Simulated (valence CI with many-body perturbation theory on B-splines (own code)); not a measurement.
Level structure of Ca12+

Calculated by relativistic CI+MBPT: six valence electrons over a frozen Dirac-Fock core [He], a basis of 9 s, 9 p, 8 d, 6 f, 3 g, 1 h functions for each j, with the one-electron correlation potential Σ1, the two-electron term Σ2, the three-electron term Σ3, Breit, model QED; selected CI, second order for the rest, scaled by the run's own slope (own B-spline code, finite nucleus).

No measured levels were compared; by estimate levels of excited configurations hold to 0.05 to 0.15 % of their energy, terms of the ground configuration to about 0.5 %. Among the levels kept, up to 3000 cm⁻¹ of a level comes from second order outside the variational space, and about a tenth of that is noise between levels of different J, which matters for small intervals.

Levels 1 to 45 of 59, with energies above the lowest level, 2s2 2p4 3P_2. "Leading %" is the weight of the configuration and term that name the level; weights of strongly mixed levels are sums over their largest components and can fall short. In the jj column 3d3/2^4 stands for four electrons in 3d with j = 3/2.

```csv
No.,Configuration,Term,J,E (eV),Leading %,g,Leading jj
1,2s2 2p4,3P,2,0.00,97,1.485,2s^2 2p1/2^2 2p3/2^2 (81 %)
2,2s2 2p4,3P,1,3.03,100,1.499,2s^2 2p1/2 2p3/2^3 (100 %)
3,2s2 2p4,3P,0,3.58,96,,2s^2 2p1/2^2 2p3/2^2 (53 %)
4,2s2 2p4,1D,2,10.96,97,1.013,2s^2 2p1/2 2p3/2^3 (81 %)
5,2s2 2p4,1S,0,22.19,93,,2s^2 2p3/2^4 (52 %)
6,2s 2p5,3P°,2,76.69,100,1.499,2s 2p1/2^2 2p3/2^3 (100 %)
7,2s 2p5,3P°,1,79.17,99,1.496,2s 2p1/2 2p3/2^4 (60 %)
8,2s 2p5,3P°,0,80.64,100,,2s 2p1/2 2p3/2^4 (100 %)
9,2s 2p5,1P°,1,105.51,99,1.001,2s 2p1/2^2 2p3/2^3 (60 %)
10,2p6,1S,0,178.66,97,,2p1/2^2 2p3/2^4 (97 %)
11,2s2 2p3 3s,5S°,2,413.44,97,1.992,2s^2 2p1/2 2p3/2^2 3s (52 %)
12,2s2 2p3 3s,3S°,1,418.22,96,1.979,2s^2 2p1/2 2p3/2^2 3s (49 %)
13,2s2 2p3 3s,3D°,1,427.93,90,0.567,2s^2 2p1/2 2p3/2^2 3s (48 %)
14,2s2 2p3 3s,3D°,2,428.03,87,1.194,2s^2 2p1/2 2p3/2^2 3s (57 %)
15,2s2 2p3 3s,3D°,3,428.68,99,1.332,2s^2 2p1/2 2p3/2^2 3s (99 %)
16,2s2 2p3 3s,1D°,2,430.70,88,1.033,2s^2 2p1/2 2p3/2^2 3s (86 %)
17,2s2 2p3 3p,5P,1,433.33,96,2.476,2s^2 2p1/2 2p3/2^2 3p1/2 (46 %)
18,2s2 2p3 3p,5P,2,433.55,94,1.815,2s^2 2p1/2 2p3/2^2 3p1/2 (33 %)
19,2s2 2p3 3p,5P,3,434.10,96,1.661,2s^2 2p1/2 2p3/2^2 3p3/2 (52 %)
20,2s2 2p3 3s,3P°,0,436.08,97,,2s^2 2p1/2 2p3/2^2 3s (97 %)
21,2s2 2p3 3s,3P°,1,436.42,90,1.453,2s^2 2p1/2 2p3/2^2 3s (81 %)
22,2s2 2p3 3s,3P°,2,437.53,82,1.445,2s^2 2p3/2^3 3s (78 %)
23,2s2 2p3 3p,3P,1,437.95,93,1.491,2s^2 2p1/2^2 2p3/2 3p3/2 (46 %)
24,2s2 2p3 3p,3P,2,438.28,93,1.503,2s^2 2p1/2 2p3/2^2 3p3/2 (46 %)
25,2s2 2p3 3p,3P,0,438.47,98,,2s^2 2p1/2 2p3/2^2 3p3/2 (80 %)
26,2s2 2p3 3s,1P°,1,439.38,87,0.995,2s^2 2p3/2^3 3s (63 %)
27,2s2 2p3 3p,1P,1,445.46,48,0.811,2s^2 2p1/2 2p3/2^2 3p1/2 (41 %)
28,2s2 2p3 3p,3D,2,446.88,80,1.098,2s^2 2p1/2 2p3/2^2 3p1/2 (52 %)
29,2s2 2p3 3p,3D,3,447.64,74,1.272,2s^2 2p1/2 2p3/2^2 3p1/2 (52 %)
30,2s2 2p3 3p,3D,1,447.74,50,0.761,2s^2 2p1/2 2p3/2^2 3p3/2 (70 %)
31,2s2 2p3 3p,3F,2,448.25,75,0.783,2s^2 2p1/2 2p3/2^2 3p1/2 (24 %)
32,2s2 2p3 3p,3F,3,448.91,67,1.161,2s^2 2p1/2 2p3/2^2 3p3/2 (57 %)
33,2s2 2p3 3p,3F,4,449.48,99,1.249,2s^2 2p1/2 2p3/2^2 3p3/2 (99 %)
34,2s2 2p3 3p,1F,3,449.64,92,1.017,2s^2 2p1/2 2p3/2^2 3p3/2 (42 %)
35,2s2 2p3 3p,3P,1,453.74,51,1.696,2s^2 2p1/2 2p3/2^2 3p3/2 (46 %)
36,2s2 2p3 3p,3P,0,454.18,96,,2s^2 2p1/2^2 2p3/2 3p3/2 (65 %)
37,2s2 2p3 3p,3P,2,455.19,93,1.477,2s^2 2p1/2 2p3/2^2 3p1/2 (44 %)
38,2s2 2p3 3p,3D,1,456.29,79,0.607,2s^2 2p1/2 2p3/2^2 3p1/2 (88 %)
39,2s2 2p3 3p,3D,2,456.71,63,1.106,2s^2 2p3/2^3 3p1/2 (36 %)
40,2s2 2p3 3p,3S,1,456.84,49,1.704,2s^2 2p1/2 2p3/2^2 3p3/2 (63 %)
41,2s2 2p3 3p,1D,2,457.61,49,1.163,2s^2 2p1/2 2p3/2^2 3p3/2 (81 %)
42,2s2 2p3 3p,3D,3,457.90,85,1.301,2s^2 2p3/2^3 3p3/2 (74 %)
43,2s2 2p3 3d,5D°,0,458.74,97,,2s^2 2p1/2 2p3/2^2 3d3/2 (52 %)
44,2s2 2p3 3d,5D°,1,458.75,97,1.495,2s^2 2p1/2 2p3/2^2 3d3/2 (48 %)
45,2s2 2p3 3d,5D°,2,458.75,97,1.494,2s^2 2p1/2 2p3/2^2 3d3/2 (38 %)
```

Names give the largest LS component (configuration and term), which can be under half, so a name can repeat, a term be missing and a line seem to break the LS rules; names also repeat where a configuration has a term twice.

The ionisation energy to 2s2 2p3 4S°_3/2 of the next ion comes out as 727.95 eV (NIST: 728.6 ± 1.1 eV (semi-empirical)). All 59 levels together are meant to be complete up to 472.39 eV.
